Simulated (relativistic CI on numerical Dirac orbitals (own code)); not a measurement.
Calculated at this level of theory: Dirac-Coulomb-Breit CI, separate exchange-only KLI orbitals for each configuration, QED by a radiative potential, unscaled Slater integrals (own radial code, finite nucleus).

The strongest absorption lines from the ground level of an ion, among the configurations computed and to levels below about 489 eV (vacuum wavelength in Å, gf): 30.879 (0.91), 31.117 (1.5), 32.849 (3.2), 41.841 (5.4), 42.650 (0.76), 44.713 (1.3), 50.353 (0.72), 51.547 (0.72).

**Question.** Which ion is it?
A. Fr⁴⁹⁺
B. Bi⁴⁵⁺
C. Bi⁴⁷⁺
D. Bi⁴³⁺

**Answer.** B. Bi⁴⁵⁺ has 38 electrons and the ground level 4s²4p⁶4d² ³F2; the strongest line goes to 4s²4p⁶4d4f ³G°3. The pattern of lines fixes the number of electrons, and along that sequence the line energies rise steadily with the charge (about as its square where n changes within one kind of shell, about linearly where n is kept but much faster in heavy ions where fine structure, which grows about as Z⁴, sets the gap, and irregularly where shells cross), which fixes Z. Configurations outside the model, such as inner-shell arrays, can give stronger lines. At this charge energies of transitions that change n are usually good to better than 1 %, and those within a shell (Δn = 0) to a few per cent.

LS names give the leading component of a level, which can be under half, so a name can repeat, a term be missing and a line seem to break the LS rules.
